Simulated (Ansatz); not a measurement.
Reactions of CH5BrOSn, SMILES `C[O][SnH2][Br]`.

Program: Ansatz. Geometries: PBE0-D4/def2-TZVP. ΔE: electronic, gas phase. CCSD(T)/CBS adds triple-zeta CCSD(T) − MP2 to the extrapolated MP2 energy (def2 sets, frozen cores). This one scheme is used for every species. Functionals use def2-TZVPP. B3LYP here is the variant with VWN-RPA as its local correlation; programs differ in this. def2 core potentials past Kr. For Br, In, Sn outer-core shells are correlated without core-valence functions, which leaves a few kJ/mol of doubt a bond. Scalar relativity is left out up to krypton. One conformer a species, not always the lowest.

```csv
reaction,B3LYP-D4 (kJ/mol),CCSD(T)/CBS(def2) (kJ/mol)
`C[O][SnH2][Br]` + `[NH2][In]([Cl])[Cl]` → `C[NH][In]([Cl])[Cl]` + `[OH][SnH2][Br]`,-10,-14
`C[O][SnH2][Br]` + `CC1=CCCC1` → `CC1=C(C)CCC1` + `[OH][SnH2][Br]`,-65,-69
`C[O][SnH2][Br]` + CH₃NH₂ → `C[NH][SnH2][O]C` + HBr,115,113
`C[O][SnH2][Br]` + `OB(Cl)Cl` → `[OH][SnH2][Br]` + `COB(Cl)Cl`,-6,-5
```

Largest T1 diagnostic: 0.013, for `C[NH][In]([Cl])[Cl]`.
